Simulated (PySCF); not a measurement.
B(H)(Me)(OSiH3) (CH7BOSi), SMILES [SiH3]OBC. The structure is a stationary point at PBE-D3(BJ)/def2-SVP. This is a generated structure with no PubChem entry under its InChIKey; it may be hypothetical. Other conformers were not sampled.

Computed equilibrium geometry at PBE-D3(BJ)/def2-SVP (PySCF confirms it by a frequency run) as a Z-matrix, and its point group (one conformer of several):
point group Cs.
```
O
B 1 1.3671
H 2 1.2297 1 118.35
C 2 1.5687 3 121.18 1 180.00
H 4 1.1075 2 113.96 3 180.00
H 4 1.1123 5 109.00 2 123.02
H 4 1.1123 5 109.00 6 113.95
Si 1 1.6966 2 130.90 3 0.00
H 8 1.5001 1 107.83 2 -120.78
H 8 1.5001 9 109.75 1 117.21
H 8 1.5039 9 110.37 10 121.85
```
Charge 0, spin multiplicity 1.
